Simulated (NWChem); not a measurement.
System: AlH2Cl; SMILES [Cl][AlH2]

```xyz
4

Al     0.0000     0.0000     1.0803
H      0.0000    -1.4122     1.8128
H      0.0000     1.4122     1.8128
Cl     0.0000     0.0000    -1.0394
```
Atoms are numbered in this order, from 1.

Geometry: optimised at PBE-D3(BJ)/def2-SVP.

Symmetry labels are those of C2v in the frame above (b1 and b2, or b-type labels, depend on it).

Task: List the 6 lowest vertical singlet excitations from CAM-B3LYP/def2-SVPD, full TDDFT (NWChem).

Result: 
```json
[
 {"state": "S1", "energy (eV)": "5.50", "oscillator strength": "0.000", "symmetry": "a2", "leading excitation (squared amplitude)": "HOMO → LUMO (0.97)"},
 {"state": "S2", "energy (eV)": "6.86", "oscillator strength": "0.000", "symmetry": "a2", "leading excitation (squared amplitude)": "HOMO−2 → LUMO (0.96)"},
 {"state": "S3", "energy (eV)": "7.02", "oscillator strength": "0.040", "symmetry": "a1", "leading excitation (squared amplitude)": "HOMO−1 → LUMO (0.95)"},
 {"state": "S4", "energy (eV)": "7.14", "oscillator strength": "0.030", "symmetry": "b1", "leading excitation (squared amplitude)": "HOMO−3 → LUMO (0.98)"},
 {"state": "S5", "energy (eV)": "7.36", "oscillator strength": "0.040", "symmetry": "b2", "leading excitation (squared amplitude)": "HOMO → LUMO+1 (0.73)"},
 {"state": "S6", "energy (eV)": "8.13", "oscillator strength": "0.075", "symmetry": "b1", "leading excitation (squared amplitude)": "HOMO−1 → LUMO+1 (0.84)"}
]
```
